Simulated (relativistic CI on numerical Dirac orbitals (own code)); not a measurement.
## Hyperfine structure of Nd XXIX, mass number 145

Calculated at this level of theory: Dirac-Coulomb-Breit CI, KLI orbitals optimised for each configuration, model QED, unscaled Slater integrals (own radial code, finite nucleus).

Configuration list (outside the closed core [Ar] 3d10): 4s²4p², 4s4p³, 4s²4p4d, 4p⁴, 4s4p²4d, 4s²4p4f, 4s4p²4f, 4p³4d, 4s4p4d², 4s²4d4f, 4p³4f, 4s²4d², 4s4d³, 4s4d²4f, 4p²4d², 4p4d³, 4p4d²4f, 4s²4f², 4s4d4f², 4s4f³, 4p²4f², 4p4d4f², 4p4f³, 4s4p4d4f. Double excitations out of closed p, d and f shells are left out; levels of such configurations are missing from the list, as are those of other unlisted configurations, and high levels can miss mixing partners.

Nuclear spin I = 7/2, μ = -0.656 μN, Q = -0.314 b (tables of Stone and Pyykkö). The electronic factors are computed for point nuclear moments, without core polarisation or the Bohr-Weisskopf and QED corrections.

```json
{"Level": "4s²4p² ³P1", "E (cm⁻¹)": "217952", "A (MHz)": "2191", "B (MHz)": "-7400"}
{"Level": "4s²4p² ¹D2", "E (cm⁻¹)": "243271", "A (MHz)": "-11260", "B (MHz)": "-10900"}
{"Level": "4s²4p² ³P2", "E (cm⁻¹)": "480203", "A (MHz)": "-4837", "B (MHz)": "-3900"}
{"Level": "4s4p³ ³D°2", "E (cm⁻¹)": "922156", "A (MHz)": "-19630", "B (MHz)": "-9260"}
{"Level": "4s4p³ ³D°3", "E (cm⁻¹)": "970678", "A (MHz)": "-24410", "B (MHz)": "1220"}
{"Level": "4s²4p4d ³F°2", "E (cm⁻¹)": "1109651", "A (MHz)": "-5833", "B (MHz)": "-3090"}
```

Levels with J = 0, under 50 % of one LS term, or S terms without an open s electron are left out. Small factors come from cancelling terms and can be off by tens of per cent or more.

At this charge energies of transitions that change n are usually good to better than 1 %, and those within a shell (Δn = 0) to a few per cent.

(1) Give the hyperfine levels of 4s²4p² ¹D2 relative to its centre of gravity.

## Answers

(1) With K = F(F + 1) − I(I + 1) − J(J + 1), E = AK/2 + B[¾K(K + 1) − I(I + 1)J(J + 1)]/[2I(2I − 1)J(2J − 1)]: F = 3/2: 95510, F = 5/2: 72210, F = 7/2: 36880, F = 9/2: -13200, F = 11/2: -81530 MHz.

LS names give the leading component of a level, which can be under half, so a name can repeat, a term be missing and a line seem to break the LS rules.
